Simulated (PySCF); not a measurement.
## Assigning NMR signals

Structure with atom numbers: `[O:1]=[C:2]([Cl:3])[c:4]1[cH:5][cH:6][cH:7][cH:8][cH:9]1` (H(Xn): hydrogen on atom n).

Fast rotation and ring inversion assumed for equivalent nuclei, no relativistic terms, single conformer, no solvent. Shielding tensors at PBE0/pcSseg-1 (GIAO); GFN2-xTB structure; PySCF 2.14.

Scale: ¹³C (σref 186.93) and ¹H (σref 31.72) against TMS (reference shieldings calculated alike).

Problem. Assign these signals to the numbered atoms. ¹³C{¹H} NMR (computed): δ 176.8 (C), 141.9 (CH), 139.7 (CH), 136.1 (C), 134.2 (CH).

Solution. 
| δ (ppm) | atoms | environment | reason |
| --- | --- | --- | --- |
| 176.8 | C2 | carbonyl carbon | – |
| 141.9 | C7 | aromatic CH | – |
| 139.7 | C5/C9 | aromatic CH | the aromatic region |
| 136.1 | C4 | substituted aromatic carbon | – |
| 134.2 | C6/C8 | aromatic CH | the aromatic region |

C4 and C6/C8 lie closer than the usual error of such a calculation, so a measured spectrum could show them in the other order.

Problem. Assign these signals to the numbered atoms. ¹H NMR (400 MHz, computed): δ 8.65 (d, 2H), 7.96 (m, 1H), 7.82 (m, 2H).

Solution. 
```tsv
δ (ppm)	atoms	environment	reason
8.65	H(C5)/H(C9)	hydrogen on an aromatic CH	ring current plus the deshielding of an ortho carbonyl group
7.96	H(C7)	hydrogen on an aromatic CH	–
7.82	H(C6)/H(C8)	hydrogen on an aromatic CH	–
```

Carbons that carry Cl, above all several Cl atoms, come out too deshielded, partly because spin–orbit coupling is missing. Shifts are as computed. Against solution values, carbons near 30 ppm lie about +3 ppm off and those near 130 ppm about +5 ppm; carbons on Cl a further +6 ppm. Of 1211 compounds with measured shifts, 218 miss one by over three times the rms of a fit or turn the order of signals round; such compounds aren't used in these exercises. Multiplicities follow the n + 1 count of equivalent neighbours, as no J values were calculated; m marks all less simple cases, F and P coupling included.
